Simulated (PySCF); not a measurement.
## Identify the compound

The spectra below were simulated for a compound C3H3BrO.

¹H NMR (600 MHz, computed): δ 2.03 (s, 3H).

¹³C{¹H} NMR (computed): δ 209.0 (C), 44.2 (C), 16.8 (CH3).

[PySCF 2.14: PBE0-D3(BJ)/def2-SVP structure; J couplings at B3LYP/pcJ-1 (pcSseg-1 on Br); shieldings: GIAO PBE0/pcSseg-1; no solvent; no relativistic terms; one conformer; rapidly exchanging positions averaged]

References, each an isolated molecule treated in the same way: TMS for ¹H (σref 31.27) and ¹³C (σref 184.41).

Task: Propose a structure and justify it.

Result: 
- The formula gives 2 degrees of unsaturation (no ring in the answer).
- 3 carbon signals for 3 carbons: no two carbons are equivalent.
- Carbon types of the structure: 2 × C, 1 × CH3, which accounts for all hydrogens.
- δC 209.0: central carbon of a ketene.
- δC 44.2: terminal carbon of a ketene.
- δC 16.8: allylic methyl carbon; a saturated carbon with 1 carbon neighbour and no heteroatom attached.
- δH 2.03: hydrogen on an allylic methyl carbon; allylic position.

The compound is SMILES O=C=C(C)Br.

The shifts were computed for this structure.

The calculation has no spin–orbit term, so carbons bonded to Br come out too deshielded (the heavy-atom effect is absent). Shifts are as computed. Against solution values, carbons near 30 ppm lie about +2 ppm off and those near 130 ppm about +5 ppm; carbons on Br a further +13 ppm. Of 1211 compounds with measured shifts, 218 miss one by over three times the rms of a fit or turn the order of signals round; such compounds aren't used in these exercises.
